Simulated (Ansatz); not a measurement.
Relaxation of the cluster B6Sb6 with RKS r2SCAN-D4/def2-SVP.

```sh
$ ansatz run in.yaml --threads 4 --pin off --events-out ev --progress --plain --max-ram 6963MiB
```

```yaml
crystal:
  periodic: [false, false, false]
  atoms:
    - {symbol: B, position_ang: [-2.309120, -0.337910, 0.369610]}
    - {symbol: B, position_ang: [-1.089660, 1.101370, 1.129830]}
    - {symbol: B, position_ang: [0.442130, 0.986070, 0.766430]}
    - {symbol: B, position_ang: [-2.622990, 1.048800, 0.970100]}
    - {symbol: B, position_ang: [0.340820, -1.546120, -0.434850]}
    - {symbol: B, position_ang: [1.011170, -0.520930, 0.687830]}
    - {symbol: Sb, position_ang: [1.546690, -2.636220, 1.176660]}
    - {symbol: Sb, position_ang: [2.763520, 1.010310, 0.095800]}
    - {symbol: Sb, position_ang: [0.764230, 2.530080, -0.939240]}
    - {symbol: Sb, position_ang: [-1.633990, -1.495170, -1.376030]}
    - {symbol: Sb, position_ang: [2.515340, -1.473060, -1.129090]}
    - {symbol: Sb, position_ang: [-1.728150, 1.332780, -1.317060]}
basis:
  gaussian: {orbitals: def2-SVP}
hamiltonian: {xc: r2scan, dispersion: d4}
scf: {lower_state_search: "off"}
output: {orbitals: {seedname: orbitals}}
relax: {f_tol: 0.03, max_steps: 70}
```

It took 3.3 min on 4 threads of Arm Neoverse V2 on a shared host, peak host memory 0.59 GiB.

Positions (Å) and forces (eV/Å) at steps 1, 2, 3, 4, 5, 6, 7, 8, 9, 10, 11, 12, 13, 14, 15, 16, 17, 18, 19 of 19:

```xyz
12
step=1 energy=-43292.8896 eV
B    -2.309   -0.338    0.370    0.236   -0.140   -0.230
B    -1.090    1.101    1.130   -1.074   -0.072    0.581
B     0.442    0.986    0.766    1.059    0.288   -0.484
B    -2.623    1.049    0.970   -0.448    0.486    0.216
B     0.341   -1.546   -0.435   -0.191   -0.096   -0.047
B     1.011   -0.521    0.688    0.492   -0.799    0.320
Sb    1.547   -2.636    1.177   -0.278   -0.426    0.789
Sb    2.764    1.010    0.096    0.914    0.689    0.566
Sb    0.764    2.530   -0.939    0.523    1.008   -0.017
Sb   -1.634   -1.495   -1.376   -0.295   -0.966   -0.134
Sb    2.515   -1.473   -1.129    0.331   -0.321   -1.053
Sb   -1.728    1.333   -1.317   -1.268    0.351   -0.506
12
step=2 energy=-43293.2568 eV
B    -2.305   -0.327    0.343    0.275   -0.088   -0.460
B    -1.091    1.091    1.127   -0.426    0.022   -0.032
B     0.473    0.976    0.725    0.482    0.136   -0.436
B    -2.633    1.056    0.975   -0.242    0.286   -0.063
B     0.347   -1.576   -0.421   -0.019    0.113   -0.199
B     1.060   -0.550    0.692    0.554   -0.288    0.055
Sb    1.504   -2.679    1.258    0.087    0.302   -0.455
Sb    2.867    1.084    0.183   -0.401   -0.219   -0.268
Sb    0.830    2.662   -0.911   -0.078   -0.244    0.380
Sb   -1.663   -1.615   -1.358   -0.168    0.198    0.326
Sb    2.521   -1.512   -1.240   -0.209    0.082    0.756
Sb   -1.911    1.390   -1.373    0.144   -0.299    0.395
12
step=3 energy=-43293.3549 eV
B    -2.313   -0.310    0.336    0.244    0.040   -0.195
B    -1.098    1.096    1.111   -0.257   -0.069    0.040
B     0.477    0.960    0.708    0.176   -0.005   -0.177
B    -2.643    1.083    0.957   -0.104    0.175   -0.047
B     0.346   -1.575   -0.424   -0.038    0.164   -0.099
B     1.087   -0.563    0.688    0.278   -0.164    0.072
Sb    1.527   -2.690    1.224   -0.038    0.084    0.085
Sb    2.843    1.068    0.112   -0.074    0.099    0.076
Sb    0.790    2.690   -0.846   -0.004   -0.196    0.157
Sb   -1.675   -1.608   -1.337   -0.069   -0.007    0.144
Sb    2.540   -1.525   -1.163   -0.036   -0.050   -0.138
Sb   -1.881    1.375   -1.366   -0.078   -0.072    0.081
12
step=4 energy=-43293.3882 eV
B    -2.308   -0.288    0.328    0.166    0.105   -0.031
B    -1.109    1.098    1.106   -0.083   -0.110   -0.012
B     0.478    0.937    0.710   -0.071   -0.117   -0.053
B    -2.655    1.112    0.935   -0.019    0.068   -0.061
B     0.353   -1.560   -0.425   -0.028    0.150   -0.057
B     1.122   -0.574    0.692    0.168   -0.058    0.084
Sb    1.542   -2.693    1.220   -0.045   -0.011    0.062
Sb    2.845    1.070    0.117   -0.013    0.068    0.036
Sb    0.771    2.665   -0.817    0.015   -0.014    0.035
Sb   -1.680   -1.612   -1.317   -0.017   -0.042    0.098
Sb    2.542   -1.529   -1.174   -0.035   -0.010   -0.107
Sb   -1.902    1.373   -1.376   -0.038   -0.028    0.008
12
step=5 energy=-43293.4277 eV
B    -2.288   -0.244    0.324   -0.052    0.097    0.126
B    -1.126    1.083    1.096    0.047   -0.013   -0.045
B     0.467    0.876    0.696   -0.228   -0.313    0.133
B    -2.669    1.176    0.881    0.116   -0.068   -0.032
B     0.363   -1.515   -0.421    0.011    0.113   -0.010
B     1.198   -0.599    0.717   -0.024    0.159    0.050
Sb    1.555   -2.715    1.208   -0.003   -0.068   -0.051
Sb    2.846    1.085    0.124    0.057   -0.003    0.000
Sb    0.738    2.649   -0.757    0.022    0.098   -0.121
Sb   -1.692   -1.632   -1.260    0.090   -0.042    0.034
Sb    2.535   -1.527   -1.201   -0.043    0.010   -0.006
Sb   -1.926    1.363   -1.406    0.007    0.029   -0.078
12
step=6 energy=-43293.4532 eV
B    -2.300   -0.208    0.333   -0.078    0.049    0.103
B    -1.142    1.076    1.086    0.093    0.082   -0.015
B     0.445    0.812    0.694   -0.209   -0.348    0.119
B    -2.677    1.232    0.843    0.129   -0.098   -0.021
B     0.383   -1.466   -0.418   -0.051    0.095    0.032
B     1.252   -0.615    0.748   -0.038    0.167    0.083
Sb    1.574   -2.742    1.174   -0.004   -0.090   -0.063
Sb    2.850    1.089    0.143    0.072    0.008   -0.025
Sb    0.716    2.609   -0.744    0.013    0.160   -0.133
Sb   -1.688   -1.636   -1.205    0.066   -0.058   -0.025
Sb    2.538   -1.509   -1.220   -0.030    0.029    0.010
Sb   -1.952    1.358   -1.436    0.036    0.003   -0.064
12
step=7 energy=-43293.5285 eV
B    -2.297   -0.132    0.363   -0.371   -0.084   -0.160
B    -1.166    1.089    1.058    0.475    0.223    0.010
B     0.388    0.627    0.681   -0.182   -0.614    0.092
B    -2.677    1.359    0.730    0.267   -0.268   -0.104
B     0.397   -1.296   -0.378    0.015    0.206    0.280
B     1.400   -0.656    0.867   -0.331    0.109   -0.070
Sb    1.598   -2.831    1.059   -0.031    0.213   -0.164
Sb    2.864    1.116    0.196    0.052   -0.096   -0.085
Sb    0.667    2.529   -0.703   -0.022    0.128   -0.067
Sb   -1.690   -1.680   -1.070    0.150    0.139    0.144
Sb    2.493   -1.428   -1.279    0.034    0.057    0.083
Sb   -1.978    1.304   -1.524   -0.055   -0.013    0.039
12
step=8 energy=-43293.6472 eV
B    -2.348   -0.076    0.362   -0.181   -0.002   -0.111
B    -1.141    1.087    1.018    0.481    0.231   -0.081
B     0.342    0.441    0.647   -0.255   -0.106    0.248
B    -2.639    1.452    0.656    0.251   -0.372   -0.145
B     0.420   -1.151   -0.320   -0.084   -0.185   -0.051
B     1.492   -0.684    0.963   -0.132   -0.112    0.070
Sb    1.621   -2.874    0.974   -0.105    0.405   -0.102
Sb    2.867    1.116    0.216    0.137   -0.124   -0.031
Sb    0.609    2.455   -0.660   -0.192    0.159    0.008
Sb   -1.665   -1.683   -0.965    0.043   -0.004    0.132
Sb    2.476   -1.363   -1.303    0.021    0.056   -0.006
Sb   -2.033    1.279   -1.587    0.017    0.053    0.070
12
step=9 energy=-43293.6834 eV
B    -2.312   -0.077    0.353   -0.066   -0.173    0.014
B    -1.075    1.131    0.967    0.228    0.126   -0.049
B     0.338    0.399    0.647   -0.150   -0.069    0.435
B    -2.571    1.453    0.575   -0.216    0.037   -0.241
B     0.391   -1.100   -0.308   -0.034   -0.495   -0.371
B     1.492   -0.688    1.002   -0.031    0.110    0.067
Sb    1.560   -2.853    0.912    0.085    0.015    0.011
Sb    2.863    1.092    0.199    0.078    0.113   -0.003
Sb    0.528    2.527   -0.522    0.081   -0.080    0.001
Sb   -1.682   -1.802   -0.850    0.175    0.385    0.174
Sb    2.425   -1.315   -1.345   -0.014   -0.043   -0.098
Sb   -1.958    1.233   -1.632   -0.137    0.073    0.061
12
step=10 energy=-43293.7257 eV
B    -2.343   -0.048    0.353    0.208    0.026    0.169
B    -1.064    1.168    0.932   -0.217   -0.044   -0.175
B     0.311    0.337    0.689   -0.150   -0.221    0.174
B    -2.582    1.487    0.508    0.095    0.228    0.116
B     0.421   -1.154   -0.322    0.106    0.078    0.037
B     1.497   -0.700    1.050   -0.086    0.427   -0.193
Sb    1.627   -2.843    0.899    0.116   -0.324   -0.075
Sb    2.889    1.074    0.200   -0.121   -0.050   -0.023
Sb    0.499    2.496   -0.462    0.016    0.060   -0.111
Sb   -1.673   -1.772   -0.787   -0.026   -0.201   -0.172
Sb    2.440   -1.308   -1.398   -0.139    0.039    0.189
Sb   -2.022    1.263   -1.663    0.199   -0.019    0.064
12
step=11 energy=-43293.7542 eV
B    -2.322   -0.038    0.376    0.004    0.240    0.076
B    -1.072    1.183    0.926   -0.039    0.087   -0.034
B     0.270    0.308    0.715   -0.050   -0.207    0.044
B    -2.576    1.512    0.499   -0.072   -0.138    0.100
B     0.414   -1.182   -0.323    0.056    0.114    0.223
B     1.480   -0.694    1.044    0.051    0.055   -0.140
Sb    1.678   -2.853    0.879   -0.006   -0.114    0.041
Sb    2.853    1.083    0.197    0.093   -0.020    0.003
Sb    0.489    2.479   -0.490    0.152    0.214    0.095
Sb   -1.683   -1.766   -0.792   -0.086   -0.157   -0.096
Sb    2.422   -1.291   -1.387    0.013    0.039   -0.066
Sb   -1.953    1.262   -1.645   -0.117   -0.112   -0.248
12
step=12 energy=-43293.7814 eV
B    -2.311   -0.025    0.384   -0.091    0.072   -0.014
B    -1.078    1.204    0.905    0.280    0.017   -0.084
B     0.237    0.265    0.739   -0.193    0.064    0.132
B    -2.581    1.525    0.460   -0.081   -0.147   -0.014
B     0.399   -1.183   -0.300    0.037   -0.091    0.027
B     1.500   -0.689    1.043    0.029   -0.022   -0.116
Sb    1.707   -2.863    0.860   -0.044    0.090   -0.004
Sb    2.874    1.082    0.190    0.001   -0.034    0.072
Sb    0.502    2.509   -0.435   -0.013    0.037   -0.002
Sb   -1.701   -1.794   -0.764    0.019    0.013    0.053
Sb    2.383   -1.266   -1.407    0.023   -0.004   -0.072
Sb   -1.932    1.235   -1.675    0.033    0.005    0.021
12
step=13 energy=-43293.7995 eV
B    -2.306   -0.012    0.402   -0.050   -0.040   -0.059
B    -1.067    1.240    0.858    0.227   -0.048   -0.044
B     0.191    0.218    0.765   -0.148    0.045    0.090
B    -2.589    1.532    0.418   -0.024   -0.062   -0.052
B     0.390   -1.201   -0.289    0.007   -0.076   -0.022
B     1.503   -0.682    1.038    0.014   -0.004   -0.088
Sb    1.737   -2.859    0.828   -0.025    0.094   -0.037
Sb    2.885    1.071    0.207   -0.083   -0.006    0.044
Sb    0.511    2.539   -0.389    0.008    0.003   -0.046
Sb   -1.717   -1.825   -0.706    0.051    0.070    0.086
Sb    2.351   -1.233   -1.442   -0.015   -0.021    0.023
Sb   -1.890    1.212   -1.690    0.038    0.045    0.104
12
step=14 energy=-43293.7646 eV rejected
B    -2.266   -0.005    0.423    0.008    0.047   -0.102
B    -1.002    1.295    0.744   -0.064   -0.072    0.218
B     0.087    0.092    0.793   -0.102    0.103   -0.177
B    -2.571    1.526    0.386    0.037    0.174   -0.189
B     0.379   -1.286   -0.270   -0.261    0.127   -0.084
B     1.486   -0.689    1.002    0.099    0.171    0.120
Sb    1.780   -2.850    0.771    0.192   -0.374    0.106
Sb    2.807    1.081    0.270    0.300    0.140   -0.086
Sb    0.520    2.630   -0.400    0.144    0.016    0.275
Sb   -1.733   -1.892   -0.572   -0.090   -0.076   -0.051
Sb    2.301   -1.166   -1.460    0.064   -0.021   -0.030
Sb   -1.788    1.264   -1.686   -0.327   -0.234    0.000
12
step=15 energy=-43293.8116 eV
B    -2.300   -0.001    0.397   -0.040   -0.030    0.018
B    -1.044    1.254    0.816    0.093    0.004   -0.031
B     0.149    0.161    0.765   -0.150    0.084    0.027
B    -2.581    1.543    0.392   -0.019   -0.048   -0.009
B     0.381   -1.234   -0.299    0.045   -0.026    0.016
B     1.505   -0.679    1.013    0.075   -0.047   -0.037
Sb    1.758   -2.859    0.815   -0.024    0.061   -0.035
Sb    2.871    1.082    0.223   -0.014    0.030    0.052
Sb    0.516    2.580   -0.356    0.006   -0.025   -0.040
Sb   -1.733   -1.862   -0.634    0.019    0.002    0.004
Sb    2.343   -1.213   -1.443   -0.050   -0.045   -0.007
Sb   -1.866    1.229   -1.689    0.058    0.038    0.041
12
step=16 energy=-43293.8135 eV
B    -2.293   -0.003    0.405    0.004   -0.021   -0.027
B    -1.035    1.274    0.781    0.019   -0.021    0.072
B     0.107    0.125    0.781   -0.042    0.036   -0.056
B    -2.586    1.537    0.370    0.036    0.030   -0.011
B     0.367   -1.250   -0.291    0.023    0.011    0.012
B     1.507   -0.667    0.994    0.002   -0.027    0.011
Sb    1.773   -2.849    0.793    0.012   -0.031    0.001
Sb    2.884    1.087    0.245   -0.086   -0.029   -0.016
Sb    0.538    2.588   -0.346    0.008    0.076    0.019
Sb   -1.745   -1.893   -0.591    0.032    0.032    0.028
Sb    2.310   -1.184   -1.455    0.020   -0.022   -0.007
Sb   -1.828    1.234   -1.687   -0.029   -0.035   -0.026
12
step=17 energy=-43293.8148 eV
B    -2.290    0.000    0.404   -0.018    0.007   -0.012
B    -1.030    1.276    0.785   -0.015    0.028    0.013
B     0.109    0.126    0.775    0.078   -0.060   -0.036
B    -2.578    1.541    0.365   -0.006   -0.032    0.008
B     0.373   -1.252   -0.292   -0.027    0.002    0.019
B     1.507   -0.675    0.997   -0.055    0.024   -0.020
Sb    1.773   -2.859    0.791    0.001    0.016    0.013
Sb    2.857    1.088    0.240    0.055    0.018   -0.008
Sb    0.527    2.617   -0.336    0.010   -0.062    0.007
Sb   -1.738   -1.893   -0.583   -0.020    0.005    0.006
Sb    2.313   -1.198   -1.458    0.006    0.035    0.018
Sb   -1.821    1.229   -1.689   -0.008    0.019   -0.009
12
step=18 energy=-43293.8044 eV rejected
B    -2.316   -0.011    0.389    0.222    0.034    0.055
B    -1.020    1.285    0.777   -0.043   -0.248    0.062
B     0.116    0.132    0.729   -0.053    0.059    0.123
B    -2.576    1.531    0.404   -0.160    0.166   -0.067
B     0.376   -1.254   -0.305    0.072   -0.082   -0.079
B     1.502   -0.675    0.985    0.064    0.011    0.018
Sb    1.768   -2.857    0.812   -0.036    0.023   -0.017
Sb    2.870    1.084    0.257   -0.064    0.063   -0.029
Sb    0.533    2.609   -0.355    0.087    0.028    0.003
Sb   -1.739   -1.899   -0.585   -0.018   -0.015   -0.017
Sb    2.349   -1.206   -1.436   -0.083   -0.026    0.004
Sb   -1.864    1.260   -1.672    0.012   -0.014   -0.055
12
step=19 energy=-43293.8161 eV
B    -2.295   -0.002    0.400    0.007    0.002   -0.001
B    -1.033    1.271    0.792   -0.025   -0.003   -0.007
B     0.115    0.131    0.768   -0.011    0.008    0.001
B    -2.580    1.540    0.374    0.005    0.001    0.001
B     0.373   -1.250   -0.294    0.008   -0.008   -0.003
B     1.506   -0.672    0.995    0.010   -0.014   -0.004
Sb    1.769   -2.855    0.799    0.002   -0.001    0.002
Sb    2.866    1.089    0.239    0.028   -0.009    0.006
Sb    0.531    2.599   -0.341   -0.017    0.022   -0.010
Sb   -1.739   -1.889   -0.592   -0.005    0.002    0.000
Sb    2.321   -1.198   -1.452   -0.005    0.000    0.003
Sb   -1.834    1.236   -1.687    0.004    0.000    0.011
```

In the def2 sets Sb takes a core potential; there is no spin–orbit coupling. Another isomer (singlet) lies 2.16 eV lower at PBE0-D4/def2-SVP; other spin states weren't run for this one.
